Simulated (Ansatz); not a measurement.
Calculated with Ansatz (gas phase, PBE0-D4/def2-TZVP geometries, no zero-point term in ΔE). CCSD(T)/CBS adds triple-zeta CCSD(T) − MP2 to the extrapolated MP2 energy (def2 sets, frozen cores). This one scheme is used for every species. DFT in def2-TZVPP. One conformer a species, not always the lowest.

`FB(F)C1CC1` + `C=C` → `C=CB(F)F` + `C1CC1`  (formal exchange of groups at a B–C bond)

`FB(F)C1CC1`:

Z-matrix (Å, degrees):
```
C
C 1 1.520
B 1 1.532 2 118.6
C 1 1.520 2 58.1 3 107.5
H 1 1.084 2 115.7 3 -147.0
H 2 1.083 1 117.4 3 1.2
H 2 1.082 1 116.3 3 142.9
F 3 1.323 1 122.6 2 -146.8
F 3 1.327 1 121.3 2 33.3
H 4 1.083 1 117.4 2 -108.7
H 4 1.082 1 116.3 2 109.6
```

`C=C`:

Cartesian coordinates in Å:
```
C 0.361 0.248 -0.496
C -0.361 -0.248 0.496
H 0.500 -0.293 -1.425
H 0.843 1.217 -0.420
H -0.500 0.293 1.425
H -0.843 -1.217 0.420
```

`C=CB(F)F`:

Cartesian coordinates in Å:
```
C 1.251 0.049 0.175
C 0.099 0.340 -0.427
B -1.243 -0.236 0.073
F -2.387 0.052 -0.523
F -1.308 -1.044 1.120
H 2.202 0.447 -0.167
H 1.283 -0.607 1.040
H 0.103 0.999 -1.291
```

`C1CC1`:

```xyz
9

C     0.692    0.370    0.362
C    -0.739    0.443   -0.072
C     0.047   -0.813   -0.290
H     1.425    0.928   -0.207
H     0.900    0.316    1.423
H    -0.979    1.050   -0.936
H    -1.504    0.437    0.695
H    -0.184   -1.671    0.328
H     0.341   -1.059   -1.303
```

| level | ΔE (kJ/mol) |
| --- | --- |
| BHLYP-D4 | 2.4 |
| BHLYP | 0.7 |

Question: What does CCSD(T)/CBS give? (An estimate is asked.)

Answer: Ansatz gave: +5.9 kJ/mol. The listed levels differ from it by -3.5, -5.2 kJ/mol.

Question: What do rigid-rotor, harmonic-oscillator terms from PBE0-D4/def2-TZVP frequencies (298.15 K, 1 bar) make of the CCSD(T)/CBS value? (Best estimate.)

Answer: Computed: ΔZPE = +2.0 kJ/mol, ΔH = +6.7 kJ/mol, ΔS = -3 J/(mol·K), ΔG = +7.5 kJ/mol.

Largest T1 diagnostic among the species: 0.013.

Leaving LDA and LC-ωPBE aside and taking each functional with its dispersion term where it has one, the values, not all of them listed here, spread over 2.2 kJ/mol, from BHLYP-D4 to ωB97M-V. In def2-TZVPP, CCSD(T) changes the Hartree–Fock value by +5.8 kJ/mol (the triples alone add +0.6 kJ/mol) and MP2 by +6.7 kJ/mol.
